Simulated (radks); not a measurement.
Numerical settings for neutral helium, [He]. Method: Dirac Kohn-Sham, PBEsol, spin-unpolarised, spherical densities, finite nucleus; Gaussian nuclear charge, rms radius 1.6755 fm; computed with a radial shooting solver on a logarithmic mesh with Libxc functionals. The defaults (mesh step 0.008 in ln r, mesh end at 40 bohr or more with all orbitals vanishing there, Anderson mixing 0.5 over 9 steps, residual threshold near 1e-9 with the energy settled to 1e-9 hartree or 1e-11 of itself, here a cap of 72 iterations) give E = -2.8579 hartree and 1s1/2 at -15.499 eV in 15 iterations. Run on one thread of a shared host, so times are rough (Arm Neoverse V2): 0.02 s of CPU time, 0.02 s wall, 15 iterations on 2189 mesh points. Changes against that run (0 stands for a change within the tolerance of the run):

| setting | iterations | converged | E (mhartree) | e(1s1/2) (meV) | CPU (s) |
|---|---|---|---|---|---|
| mesh step in ln r 0.005 | 17 | yes | 0 | 0 | 0.03 |
| mesh step in ln r 0.05 | 14 | yes | 0 | 0 | 0.01 |
| mesh step in ln r 0.03 | 14 | yes | 0 | 0 | 0.01 |
| mesh end (bohr) 400 | 15 | yes | 0 | 0 | 0.02 |
| mesh end (bohr) 8 | 15 | yes | +0.00102 | +0.191 | 0.02 |
| residual threshold 1e-16 | 72 | no | 0 | 0 | 0.08 |
| residual threshold 1e-13 | 37 | yes | 0 | 0 | 0.05 |
| mixing 1 | 13 | yes | 0 | 0 | 0.02 |
| linear mixing, mixing 0.8 | 72 | no | 0 | 0 | 0.06 |
| linear mixing, mixing 1 | 72 | no | 0 | 0 | 0.06 |
| mixing history 3 | 17 | yes | 0 | 0 | 0.02 |
| iteration cap 2 | 2 | no | +7.4 | -1.05e+04 | 0 |

No run marked as converged misses the energy by more than 1 mhartree. A mesh that ends early acts as a hard wall.
